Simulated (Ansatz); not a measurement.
Reaction (redistribution): `C[SiH](O)Cl` + `F[Si](F)(Cl)O[SiH2]Cl` → `O[SiH](Cl)O[Si](F)(F)Cl` + `C[SiH2]Cl`

Calculated with Ansatz (gas phase, PBE0-D4/def2-TZVP geometries, no zero-point term in ΔE). CBS: MP2 limit from def2 TZ/QZ plus the TZ coupled-cluster correction, frozen cores. This one scheme is used for every species. DFT in def2-TZVPP. Each species was taken in one conformer, which may not be the lowest.

`C[SiH](O)Cl`:

Z-matrix (Å, degrees):
```
C
Si 1 1.852
H 1 1.092 2 110.4
H 1 1.093 2 110.2 3 119.9
H 1 1.093 2 111.1 3 -119.8
O 2 1.636 1 113.3 3 -178.2
Cl 2 2.066 1 107.5 3 60.3
H 2 1.477 1 112.9 3 -58.5
H 6 0.958 2 118.5 1 -65.6
```

`F[Si](F)(Cl)O[SiH2]Cl`:

```xyz
9

F    -2.258   -1.123    1.181
Si   -1.356    0.073    0.713
F    -2.268    1.067   -0.092
Cl   -0.615    1.020    2.328
O    -0.197   -0.499   -0.229
Si    1.320   -0.324   -0.816
Cl    1.682    1.649   -1.199
H     2.291   -0.785    0.195
H     1.400   -1.078   -2.081
```

`O[SiH](Cl)O[Si](F)(F)Cl`:

Z-matrix (Å, degrees):
```
Si
Cl 1 2.029
O 1 1.632 2 109.6
O 1 1.622 2 106.3 3 119.8
H 1 1.471 2 109.9 3 -117.5
Si 3 1.599 1 151.1 2 14.3
H 4 0.959 1 119.1 2 -177.3
Cl 6 2.010 3 112.2 1 -57.4
F 6 1.572 3 110.5 1 64.6
F 6 1.571 3 108.3 1 -178.1
```

`C[SiH2]Cl`:

Z-matrix (Å, degrees):
```
C
Si 1 1.857
H 1 1.092 2 110.8
H 1 1.094 2 110.0 3 119.8
H 1 1.092 2 110.8 3 -120.4
Cl 2 2.062 1 109.6 3 60.1
H 2 1.483 1 111.6 3 178.7
H 2 1.483 1 111.5 3 -58.5
```

**Question.** Is it downhill or uphill in electronic energy at CCSD(T)/CBS, and by how much? (Estimate.)

**Answer.** The calculation gave: Downhill: ΔE = -6.4 kJ/mol.

**Question.** What do these levels give: B2PLYP, PBE, PBE0, HF/def2-TZVPP, MP2/def2-TZVPP, SCS-MP2/def2-QZVPP? (An estimate is asked.)

**Answer.** Ansatz gave: B2PLYP -5.9, PBE -5.7, PBE0 -6.7, HF/def2-TZVPP -6.9, MP2/def2-TZVPP -6.0, SCS-MP2/def2-QZVPP -5.5 kJ/mol.

Largest T1 diagnostic among the species: 0.011.
